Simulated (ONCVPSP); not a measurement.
Transferability test, ONCV potential for boron (B)

* Element: B
* Generator: ONCVPSP 4.0.1
* Type: optimised norm-conserving Vanderbilt (ONCV)
* Functional: PBEsol
* Relativity: scalar-relativistic
* Frozen core: [He]
* Valence charge: 3
* Reference configuration: 2s2 2p0.5 (charge +0.5)
* Partial waves: 2s: rc 1.70 bohr, ncon 4, nbas 8, qcut 4.3 1/bohr, 2 projectors, debl 1.8 Ha; 2p: rc 1.80 bohr, ncon 4, nbas 7, qcut 5.1 1/bohr, 1 projector; d scattering state at 0.47 Ha: rc 1.35 bohr, ncon 4, nbas 8, qcut 6.1 1/bohr, 2 projectors, debl 2.8 Ha
* Local potential: polynomial inside 1.20 bohr (lpopt 5, dvloc0 6 Ha)
* Core correction: Teter function, fcfact 2.25, rcfact 1.4

Energies are relative to the spin-unpolarised reference configuration 2s2 2p0.5; without spin polarisation the order of configurations can differ from experiment.

```tsv
valence configuration	charge	ΔE all-electron (eV)	error AE − PS (meV)
2s2 2p1	0	-2.855	+2.8
2s1 2p2	0	2.964	+12
```

(1) What are ΔE and the potential's error for 2s1 2p0?

(2) What are ΔE and the potential's error for 2s2 2p0?

Levels in the configuration 2s2 2p0:

```
level  all-electron (eV)  pseudo (eV)
   2s            -19.378      -19.359
```

Answers

(1) ΔE = 30.546 eV all-electron; the error (AE − PS) is +32 meV.

(2) ΔE = 5.284 eV all-electron; the error (AE − PS) is +9.1 meV.
